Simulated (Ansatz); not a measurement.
`C[S][SbH2]` + `[NH]=[Nb]([OH])([OH])[F]` → `C[O][Nb](=[NH])([OH])[F]` + `[SH][SbH2]`  (substitution at a C–S bond)

Calculated with Ansatz (gas phase, PBE0-D4/def2-TZVP geometries, no zero-point term in ΔE). CCSD(T)/CBS adds triple-zeta CCSD(T) − MP2 to the extrapolated MP2 energy (def2 sets, frozen cores). DFT in def2-TZVPP. Elements past krypton have def2 core potentials. For Nb, Sb outer-core shells are correlated without core-valence functions, which leaves a few kJ/mol of doubt a bond. One conformer a species, not always the lowest.

```
             level  ΔE (kJ/mol)
         revPBE-D4         31.8
         r2SCAN-D4         28.4
        r2SCANh-D4         28.9
            B2PLYP         24.8
           LC-ωPBE         29.5
CCSD(T)/def2-TZVPP         25.3
SCS-MP2/def2-QZVPP         29.5
    CCSD/CBS(def2)         30.0
```

Question: What does CCSD(T)/CBS give? (Best estimate.)

Answer: Computed: +30.6 kJ/mol. The listed levels differ from it by 1.2, -2.2, -1.7, -5.8, -1.1, -5.3, -1.1, -0.6 kJ/mol.

Largest T1 diagnostic among the species: 0.021, so the coupled-cluster value is less sure than usual.

At CCSD(T), def2-SVP lies −24.4 kJ/mol from the extrapolated value and def2-TZVPP −5.3 kJ/mol. In def2-TZVPP, CCSD(T) changes the Hartree–Fock value by +7.5 kJ/mol (the triples alone add +0.7 kJ/mol) and MP2 by +13.3 kJ/mol.
